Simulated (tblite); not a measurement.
Compound: C5H12N2Si.
SMILES with atom numbers: `[H]/[N:1]=[CH:2]\[C@@H:3]1[CH2:4][CH2:5][N:6]([SiH3:7])[CH2:8]1` (hydrogens: H9 on N1; H10 on C2; H11 on C3; H12, H13 on C4; H14, H15 on C5; H16, H17, H18 on Si7; H19, H20 on C8)

Cartesian coordinates in Å at the GFN2-xTB level; atoms count from 1:
```
atom  x, y, z in Å
N1    -2.890    1.738    1.048
C2    -1.895    0.979    0.996
C3    -1.139    0.510   -0.211
C4    -1.101   -1.031   -0.262
C5     0.299   -1.367    0.251
N6     1.107   -0.299   -0.280
Si7    2.802   -0.362   -0.510
C8     0.351    0.919   -0.118
H9    -3.219    2.077    0.143
H10   -1.526    0.604    1.948
H11   -1.602    0.921   -1.113
H12   -1.210   -1.370   -1.291
H13   -1.889   -1.482    0.341
H14    0.308   -1.371    1.351
H15    0.663   -2.332   -0.101
H16    3.609   -0.164    0.708
H17    3.060   -1.698   -1.044
H18    3.096    0.714   -1.456
H19    0.631    1.636   -0.890
H20    0.542    1.388    0.860
```

Calculated harmonic vibrations of the isolated species, GFN2-xTB (tblite), most abundant isotopes, no scaling. The method is semi-empirical: single wavenumbers can be off by several per cent or more. Modes of hydrogen on silicon can be 10 to 20 % off. One conformer, not necessarily the lowest.

Harmonic wavenumbers (cm⁻¹): 28.6, 51.3, 95.8, 125.1, 213.8, 265.3, 324.7, 331.5, 378.5, 481.1, 562.9, 607.7, 671.4, 738.0, 769.6, 773.7, 816.1, 822.9, 878.6, 910.2, 984.0, 1008.2, 1021.4, 1080.1, 1081.8, 1088.8, 1124.3, 1143.7, 1176.8, 1190.2, 1219.0, 1242.3, 1279.5, 1286.9, 1307.4, 1313.6, 1334.7, 1345.7, 1474.8, 1490.4, 1495.0, 1748.6, 2158.1, 2259.3, 2267.6, 2837.5, 2843.1, 2945.3, 2978.0, 2993.6, 2997.0, 2999.9, 3007.5, 3300.2.

A = 4433, B = 877.1, C = 788.7 MHz; mass 128.077 u (most abundant isotopes); point group C1, symmetry number 1.

**Question.** What is the zero-point energy?

**Answer.** Half the sum of the wavenumbers: 35436 cm⁻¹ = 101.31 kcal/mol.

**Question.** Give the ideal-gas entropy at 273.15 K and 1 bar in the rigid-rotor, harmonic-oscillator model (classical rotation).

**Answer.** Translation 40.05, rotation 28.78, vibration 26.38: S = 95.2 cal/(mol K).

**Question.** And Cp and H(273.15 K) − H(0)?

**Answer.** Cp = 34.47 cal/(mol K), of which vibrations give 26.53 (their classical limit is 54 R = 107.3); H(273.15 K) − H(0) = 5.78 kcal/mol without the zero-point energy, 3.61 from vibrations.

**Question.** How do the functions run with temperature in this model?

**Answer.** 
| T (K) | S (cal/(mol K)) | Cp (cal/(mol K)) | H − H(0) (kcal/mol) | G − H(0) (kcal/mol) | ln q(vib) |
| --- | --- | --- | --- | --- | --- |
| 50 | 59.9 | 13.6 | 0.54 | -2.46 | 0.93 |
| 100 | 70.7 | 17.9 | 1.32 | -5.75 | 2.30 |
| 298.15 | 98.3 | 37.3 | 6.67 | -22.65 | 7.24 |
| 373.15 | 107.6 | 45.6 | 9.78 | -30.37 | 9.07 |
| 500 | 122.7 | 57.9 | 16.37 | -44.99 | 12.22 |
| 750 | 149.8 | 75.3 | 33.19 | -79.13 | 18.42 |
| 1000 | 173.1 | 86.5 | 53.52 | -119.55 | 24.34 |

q(vib) and H(0) count from the zero-point level.

**Question.** Which modes carry the vibrational entropy at 273.15 K?

**Answer.** 28.6 cm⁻¹: 5.75; 51.3 cm⁻¹: 4.59; 95.8 cm⁻¹: 3.37; 125.1 cm⁻¹: 2.85; 213.8 cm⁻¹: 1.85; 265.3 cm⁻¹: 1.48 cal/(mol K); the other 48 give 6.48 together.

**Question.** What must be added to the electronic energy to get the Gibbs energy at 273.15 K and 1 bar?

**Answer.** ZPE + [H(273.15 K) − H(0)] − T·S = 101.31 + 5.78 − 26.00 = 81.09 kcal/mol.

Hindered rotation and anharmonicity are outside this model. Other conformers, if any are populated, would add a mixing term that is left out. The structure is chiral; the term R ln 2 for an equal mix with its mirror image is left out.
